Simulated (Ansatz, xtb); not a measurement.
## CH6N2SSi2: 3 structures ranked

3 gas-phase structures of CH6N2SSi2, from a drawn sample of its isomers (lower ones may exist). Each was relaxed with GFN2-xTB; where two conformers were screened, the lower at r2SCAN-D4/def2-SVP is listed:

A. `N#C[Si@@H](S)N[SiH3]`, a singlet
B. `N#C[SiH2]N[SiH2]S`, a singlet
C. `N#C[SiH2]N([SiH3])S`, a singlet

Question: Estimate their order in r2SCAN-D4/def2-SVP energy at these geometries, lowest first.

Answer: Calculated order at r2SCAN-D4/def2-SVP: A (0.0), B (0.4), C (40.0) kcal/mol. Less than 1 kcal/mol parts A and B, so the order within that pair means little. CCSD(T)/def2-SVP + ΔMP2/def2-TZVPP after further relaxation puts B lowest instead.

Energies above the lowest of each column, in kcal/mol; the last columns are at B3LYP-D3(BJ)/def2-SVP geometries:

```tsv
structure	GFN2-xTB	HF/STO-3G	r2SCAN-D4/def2-SVP	B3LYP-D3(BJ)/def2-SVP	CCSD(T)/def2-SVP + ΔMP2/def2-TZVPP
A	2.3	0.0	0.0	1.9	1.8
B	0.0	0.1	0.4	0.0	0.0
C	26.2	27.4	40.0	39.1	40.3
```

CCSD(T)/def2-SVP + ΔMP2/def2-TZVPP puts B lowest; r2SCAN-D4/def2-SVP picks A. CCSD(T)/def2-SVP + ΔMP2/def2-TZVPP orders those it was run on as B (0.0), A (1.8), C (40.3) kcal/mol. Flexible structures stand in one conformer each, not always the lowest. ΔMP2 is the change of the MP2 energy from the smaller to the larger basis.

Programs: Ansatz 0.2.0, xtb 6.7.1.
